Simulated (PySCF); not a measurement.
# Steps of a relaxation of [OsO2(OH)3]+

[OsO2(OH)3]+ (singlet; a saddle point, relaxed within its symmetry). PySCF 2.14.0, RKS TPSS, Os def2-SVP with ECP60, O def2-SVP, H def2-SVP; non-relativistic Hamiltonian with scalar-relativistic core potentials where named; density fitting; no spin-orbit coupling. Origin of the start: template. Columns: position (Å) and force (eV/Å). Energies are counted from the last step; some of the 12 steps are shown. Forces carry noise of the integration grid, about 0.01 to 0.03 eV/Å.

Run from Python with OMP_NUM_THREADS=2. Where DIIS fails, smearing, a level shift and second-order steps follow.
It took 90 s on 2 threads of Arm Neoverse V2, with other jobs on the host, from the converged density of the start.

```xyz
9
step 0  E = 8.693 eV
Os    0.0000    0.0000    0.0000     0.03    0.00    0.00
O     0.0000    0.0000    1.4652    -0.01    0.00   35.37
O     0.0000    0.0000   -1.4652    -0.01    0.00  -35.37
O     1.7424    0.0000    0.0000     3.86    0.36    0.00
H     2.6424   -0.3500    0.0000     0.62   -0.32    0.00
O    -0.8712    1.5090    0.0000    -2.25    3.16    0.00
H    -1.0181    2.4634    0.0000    -0.03    0.70    0.00
O    -0.8712   -1.5090    0.0000    -1.62   -3.52    0.00
H    -1.6243   -2.1134    0.0000    -0.59   -0.38    0.00
```

```xyz
9
step 4  E = 0.191 eV
Os    0.0000    0.0000    0.0000     0.00    0.01    0.00
O     0.0000    0.0000    1.7693     0.00    0.00   -0.22
O     0.0000    0.0000   -1.7693     0.00    0.00    0.22
O     1.8333    0.0765    0.0000     0.16    0.21    0.00
H     2.6979   -0.4082    0.0000    -0.41   -0.08    0.00
O    -0.9829    1.5494    0.0000    -0.26    0.03    0.00
H    -0.9954    2.5405    0.0000     0.28   -0.32    0.00
O    -0.8504   -1.6259    0.0000     0.10   -0.25    0.00
H    -1.7025   -2.1323    0.0000     0.14    0.40    0.00
```

```xyz
9
step 7  E = 0.031 eV
Os    0.0000    0.0000    0.0000     0.00    0.00    0.00
O     0.0000    0.0000    1.7867     0.00    0.00   -0.99
O     0.0000    0.0000   -1.7867     0.00    0.00    0.99
O     1.8346    0.2090    0.0000     0.24   -0.08    0.00
H     2.5546   -0.4760    0.0000    -0.22    0.12    0.00
O    -1.0983    1.4843    0.0000    -0.05    0.25    0.00
H    -0.8651    2.4503    0.0000     0.01   -0.25    0.00
O    -0.7363   -1.6933    0.0000    -0.19   -0.17    0.00
H    -1.6895   -1.9744    0.0000     0.21    0.13    0.00
```

Problem. Where does the relaxation end?

Solution. It converges at step 11 in C3h:
```xyz
9
step 11  E = 0
Os    0.0000    0.0000    0.0000
O     0.0000    0.0000    1.7633
O     0.0000    0.0000   -1.7633
O     1.8386    0.2301    0.0000
H     2.5218   -0.4848    0.0000
O    -1.1186    1.4772    0.0000
H    -0.8411    2.4263    0.0000
O    -0.7200   -1.7073    0.0000
H    -1.6807   -1.9415    0.0000
```

Problem. How did the contacts change?

Solution. 
```
    contact  start (Å)  end (Å)
 Os1–O2 (O)      1.465    1.763
 Os1–O3 (O)      1.465    1.763
Os1–O4 (OH)      1.742    1.853
Os1–O6 (OH)      1.742    1.853
Os1–O8 (OH)      1.742    1.853
```
